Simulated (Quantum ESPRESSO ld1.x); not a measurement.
Results of a calculation; reference values are marked as such.
One sound ld1.x (Quantum ESPRESSO 7.5) input for neutral sulfur gives E = -399.235 hartree in 18 iterations:

```
 &input
    zed=16.0,
    iswitch=1,
    rel=2,
    dft='BLYP',
    config='[Ne] 3s2 3p4',
    lsmall=.true.,
    prefix='ld1',
    max_out_wfc=37,
    file_charge='ld1.rho',
 /
```

Changed or added lines, one case at a time, and what came of them:

- rel=1 lsd=1: silently wrong. The run ends normally, but in this build (ld1.x 7.5) Etot and Exc of a spin-polarised run lack the gradient corrections of exchange and correlation and come out near their LSDA values (nitrogen, PBE: -54.132 hartree against -54.536 from two other codes). The eigenvalues and orbitals are those of the GGA; the energies must not be used.
- beta=0.001: not converged. So little new potential is mixed in that the limit of 200 iterations comes first; the energy is off by -0.000524 hartree.
- config='[Ne] 3s2 3p4 1s1': refused. The program stops in el_config with "occupation wrong": the bracketed core already holds 1s.
- config='[Ne] 3s2 3p4 4p3': spurious. The string holds 19 electrons for Z = 16, so the species has charge -3 and is not the one meant. The equations of the added shell fail (the log warns of at least one error in the KS equations), so the printed solution is spurious even though the residual is small.
- config='[Zn] 3s2 3p4': refused. The program stops in el_config with "wrong core: Zn": the cores known are He, Ne, Ar, Kr, Xe, Hg and Rn.
- zed=-3.0: refused. The program stops in ld1_readin with "wrong nuclear charge zed:  -3.00": zed must lie above 0 and at most 103.
- dft='XYZ': refused. The program stops in set_dft_from_name with "XYZ: unrecognized dft": the name is not a functional that the program knows.
